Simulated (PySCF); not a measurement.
C2H11NSi3. Atoms are numbered in the order given.

```xyz
17

C      3.1915     0.8719     0.4414
Si     1.6960    -0.0842     1.0861
Si     0.1173    -0.4976    -0.5938
C     -0.8344     1.1072    -1.1434
N     -2.1313     0.7674    -0.5466
Si    -2.1003    -0.8680     0.0627
H      3.7215     0.2973    -0.3344
H      3.9026     1.0823     1.2563
H      2.8838     1.8339     0.0019
H      1.0067     0.7062     2.1567
H      2.1396    -1.3801     1.6937
H      0.6947    -1.2819    -1.7332
H     -0.4011     2.0420    -0.7343
H     -0.8637     1.2152    -2.2467
H     -2.8947     1.4329    -0.6361
H     -2.9415    -1.8764    -0.6688
H     -2.4542    -1.0211     1.5130
```
Charge 0, spin multiplicity 1.

The structure is a stationary point at r2SCAN-D4/def2-SVP. The structure was generated by enumeration; whether it is a known compound was not checked. Other conformers were not sampled.

These are PBE/pcSseg-1 in PySCF values and carry that method's errors.

GIAO shieldings, no solvent; atoms listed in one row are averaged. δ = σ(ref) − σ: ¹³C against TMS (σ = 182.0 ppm); ²⁹Si against TMS (σ = 335.4 ppm); ¹⁵N against NH3 (σ = 267.0 ppm); ¹H against TMS (σ = 31.49 ppm), references at their B3LYP-D3(BJ)/def2-TZVP geometries, non-relativistic.

```tsv
nucleus	atoms	count	δ (ppm)
¹³C	C4	1	45.6
¹³C	C1	1	-6.4
²⁹Si	Si6	1	-21.6
²⁹Si	Si3	1	-48.5
²⁹Si	Si2	1	-66.4
¹⁵N	N5	1	35.1
¹H	H16	1	6.33
¹H	H17	1	6.08
¹H	H12	1	4.93
¹H	H10	1	4.65
¹H	H11	1	4.45
¹H	H14	1	4.15
¹H	H13	1	3.87
¹H	H7, H8, H9	3	0.65
¹H	H15	1	0.13
```
